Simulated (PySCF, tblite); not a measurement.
A set of runs on `C#C[SiH2]C[Si](F)C(F)F` [radical]; the geometry of each is named by its level. Settings lines and outputs come from a driver script.

Species: C4H6F3Si2 (doublet state).
Atom-mapped SMILES: `[CH:1]#[C:2][SiH2:3][CH2:4][Si:5]([F:6])[CH:7]([F:8])[F:9]` (hydrogens: H10 on C1; H11, H12 on Si3; H13, H14 on C4; H15 on C7)

Step 1: GFN2-xTB geometry optimisation, gas phase (tblite 0.8.0) (from a force-field or distance-geometry start)
```json
{"job": {"kind": "relax", "xc": "GFN2-xTB", "basis": "xTB"}, "charge": 0, "multiplicity": 2}
```
```
step      E/eV     max force
  0    -793.78780    2.893
  1    -793.92380    3.175
  2    -793.98552    2.794
...
 78    -794.17144    0.019
 79    -794.17151    0.020
 80    -794.17157    0.015
 81    -794.17161    0.010
 82    -794.17162    0.009
```

Energy lowered by 8.9 kcal/mol over 82 steps; largest atomic force 0.009 eV/Å at the end. «max force» is the largest atomic force in eV/Å.

Hardware: Arm Neoverse V1, one thread, shared host. Cost: 0.66 s wall.

Step 2: GFN2-xTB harmonic vibrations, gas phase (tblite 0.8.0) (on the GFN2-xTB geometry)
```json
{"job": {"kind": "ir", "xc": "GFN2-xTB", "basis": "xTB"}, "charge": 0, "multiplicity": 2}
```
```
(table of modes left out)
```

39 modes from 16 to 3354 cm⁻¹ (unscaled, harmonic); zero-point energy 53.5 kcal/mol; all wavenumbers are real at this level.

The run took 0.64 s on Arm Neoverse V1, one thread, on a shared host.

Step 3: UKS B3LYP, pcH-1 on C F H Si, non-relativistic, mean-field spin-orbit, GIAO (PySCF 2.14.0) (on the GFN2-xTB geometry)
```json
{"job": {"kind": "epr", "basis": "pcH-1"}, "charge": 0, "multiplicity": 2}
```
```
...
E = -1034.55540394 Eh   <S^2> = 0.7513 (exact 0.7500)
g shifts (ppm)      1          2          3
  rmc          -187       -187       -187
  gc             54         14        100
  oz_so       -1022        167       1346
  total       -1156         -7       1259
hyperfine (MHz)  atom isotope    a_iso     a_fc   dipolar eigenvalues
    0   13C       0.94       0.94     -0.88     -0.77      1.65
    1   13C      -0.04      -0.04     -0.54     -0.27      0.80
    2  29Si       3.35       3.35     -0.33     -0.19      0.52
    3   13C      56.49      56.48     -7.96     -7.33     15.29
    4  29Si    -674.51    -675.51   -157.22     78.08     79.14
    5   19F     136.64     135.00   -130.93   -125.39    256.31
    6   13C      89.60      89.61     -8.21     -7.77     15.98
    7   19F      -4.30      -4.22     -9.55     -3.28     12.83
    8   19F      88.26      87.91    -64.75    -58.75    123.50
    9    1H      -0.61      -0.61     -0.96     -0.57      1.54
   10    1H      -0.18      -0.19     -1.31     -1.24      2.55
   11    1H       1.91       1.91     -0.94     -0.64      1.58
   12    1H      36.02      36.02     -5.26      0.13      5.13
   13    1H      -0.03      -0.03     -5.76     -2.88      8.63
   14    1H       0.21       0.21     -4.23     -2.23      6.46
```

⟨S²⟩ 0.751; g_iso 2.0024. rmc, gc and oz_so are the mass-correction, gauge-correction and orbital-Zeeman/spin–orbit parts of the g shift along its three principal axes; a_iso is the isotropic hyperfine coupling and a_fc its Fermi-contact part. The log counts atoms from 0, this text from 1.

The run took 2.2 min wall (with the writing of density and orbital grids) on an Arm Neoverse V1 with one thread, shared host with 32 logical CPUs at a one-minute load of 9.6, and the process peaked at 1.1 GiB of memory.

Geometry of the electronic-property runs (GFN2-xTB):
```
atom  x, y, z in Å
C1     2.1783    2.5891    0.0462
C2     1.8789    1.4460    0.2683
Si3    1.4377   -0.3129    0.6359
C4     0.4954   -0.9407   -0.9140
Si5   -1.1378   -0.0372   -1.1965
F6    -2.0157   -0.8714   -2.3034
C7    -2.3311   -0.2312    0.3321
F8    -2.1733    0.7640    1.2456
F9    -2.0336   -1.3885    0.9970
H10    2.4376    3.5894   -0.1534
H11    0.5924   -0.3698    1.8268
H12    2.6623   -1.1063    0.8038
H13    0.2732   -2.0046   -0.8001
H14    1.1304   -0.8453   -1.7938
H15   -3.3992   -0.2727    0.0771
```

 (This holds for the electronic-property runs.)

One conformer stands for the species.
